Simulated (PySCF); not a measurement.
**Core-level binding energies of `CC(C)S(=O)(=O)[O-]`**

C3H7O3S (charge -1).
Bonds: C1–C2, C2–C3, C2–S4, S4–O5 (double), S4–O6 (double), S4–O7. Hydrogens: H8, H9, H10 on C1; H11 on C2; H12, H13, H14 on C3.

Computed with delta-SCF UKS SCAN, pcX-2 on the ionised atom, pcseg-1 elsewhere, spin-free X2C (PySCF). These are vertical core ionisation energies against the vacuum level, from separate self-consistent calculations with and without the core hole.

Problem. Give the core binding energies atom by atom.

Solution. 
```
 atom(s)     bonded to    level  binding energy (eV)  2p1/2 (eV)  above the level's lowest (eV)  count
   C1/C3     C and 3 H     C 1s               286.74           –                          +0.28      2
      C2  S, 2 C and H     C 1s               286.46           –                           0.00      1
      S4     3 O and C  S 2p3/2               168.14      169.37                           0.00      1
      S4     3 O and C     S 1s              2477.21           –                           0.00      1
O5/O6/O7             S     O 1s               531.63           –                           0.00      3
```

Lowest listed C 1s: C2, bonded to S, 2 C and H. Highest, 0.28 eV above it: C1/C3, bonded to C and 3 H.

Problem. Which photon wavelength matches the O 1s of O5/O6/O7 threshold?

Solution. λ = hc/E = 12398.42 eV Å / 531.63 eV = 23.322 Å.

Topologically equivalent atoms share the value of their first member; where this conformer doesn't relate them by symmetry, their own values could differ. The 2p values add to the ΔSCF energy of one spin-free hole a correction within the shell (spin–orbit coupling, ligand field). 2p1/2 minus 2p3/2 (ligand field included): S 1.23 eV. The species carries charge -1, so core ionisation leaves a neutral species. The basis sets have no added diffuse functions. Isolated species at its PBE0-D3(BJ)/def2-SVP geometry, gas phase.

Shape of the structure used: `[CH3:1][CH:2]([CH3:3])[S:4](=[O:5])(=[O:6])[O-:7]`: C1–C2–S4–O5 62°.
